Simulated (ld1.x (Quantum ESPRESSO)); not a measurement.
An all-electron radial function and its pseudo partner (neodymium)

Columns: radius, all-electron u(r) and pseudo u(r) of the 6p shell (level -1.44 eV) of neodymium in the configuration [Xe] 4f3 5d1 6s2 6p0; PBE, non-relativistic, TM scheme, ld1.x (Quantum ESPRESSO) 7.5.

```csv
r (bohr),all-electron,pseudo
0.225,-0.0698,0.0015
0.450,0.1039,0.0062
0.675,0.0574,0.0139
0.900,-0.0805,0.0249
1.125,-0.1716,0.0392
1.350,-0.1938,0.0569
1.575,-0.1636,0.0782
1.800,-0.1023,0.1032
2.025,-0.0268,0.1320
2.250,0.0517,0.1643
2.475,0.1267,0.1999
2.700,0.1950,0.2380
2.925,0.2552,0.2775
3.150,0.3070,0.3168
3.375,0.3506,0.3540
3.600,0.3864,0.3872
3.825,0.4148,0.4148
4.050,0.4361,0.4361
4.275,0.4511,0.4511
4.500,0.4603,0.4603
4.725,0.4643,0.4643
4.950,0.4638,0.4638
5.175,0.4596,0.4596
5.400,0.4522,0.4522
5.625,0.4423,0.4423
5.850,0.4305,0.4305
```

(1) How many radial nodes do the two functions have?

(2) At about which radius was the pseudo-wave matched?

(3) Is the pseudo-wave norm-conserving?

Answers

(1) The all-electron 6p function has n − l − 1 = 4 (the table is too coarse to show those close to the nucleus); the pseudo-wave has 0, since the states of the same l below it are removed with the core.

(2) 4.20 bohr. The columns agree to 0.0005 from 3.83 bohr on; several derivatives are matched, so the curves merge somewhat inside the radius.

(3) Yes: the TM scheme keeps the norm inside the radius equal to the all-electron one, which fixes the energy derivative of the logarithmic derivative at the level.
